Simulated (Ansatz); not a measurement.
Molecule: CsF, net charge -1, doublet state. 
Geometry from a B3LYP-D3(BJ)/def2-TZVP (Ansatz, a first-principles code) optimisation:
```xyz
2

Cs     0.0000     0.0000    -0.3508
F      0.0000     0.0000     2.1438
```
Charge -1, spin multiplicity 2.

Q: Give the harmonic wavenumbers at B3LYP-D3(BJ)/def2-TZVP (Ansatz, finite differences of forces, unscaled).

A: 296 cm⁻¹. Zero-point energy 0.4 kcal/mol.

Q: From these and the geometry, give the ideal-gas thermochemistry at 298.15 K and 1 atm (rigid rotor, harmonic oscillator).

A: Point group C∞v, rotational symmetry number 1. Rotational constants 4.886, 4.886 GHz. S(trans) 40.96, S(rot) 16.19, S(vib) 1.44, S(elec, spin only) 1.38, S 60.0 cal/(mol K). H(298) - H(0) 2.34 kcal/mol; G - E(el) -15.1 kcal/mol.
